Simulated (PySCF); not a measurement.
Level of theory: B3LYP-D3(BJ)/def2-TZVP // B3LYP-D3(BJ)/def2-SVP run with PySCF 2.14.0. Gas-phase values, no solvent. One relaxed conformer stands for a flexible species; it need not be the lowest. B3LYP has the VWN-RPA correlation part, as in Gaussian. Excitations are Tamm–Dancoff values on a coarser integration grid. The basis has no diffuse functions, so Rydberg states are missing or too high.

Reference species (SMILES): `Bc1ccc(F)s1` (neutral, multiplicity 1).

| Quantity | Result |
|---|---|
| HOMO–LUMO gap | 4.79 eV |
| LUMO | -2.31 eV |
| brightest of the four lowest singlets (TDA) | 4.82 eV |

Changed species: `Fc1c(ccs1)B`.

Task: Give the shifts of the HOMO–LUMO gap, LUMO and brightest of the four lowest singlets (TDA).

Result: the HOMO–LUMO gap falls by 0.05 eV, to 4.74 eV; the LUMO rises by 0.14 eV, to -2.17 eV; the brightest of the four lowest singlets (TDA) goes up by 0.42 eV, to 5.24 eV.
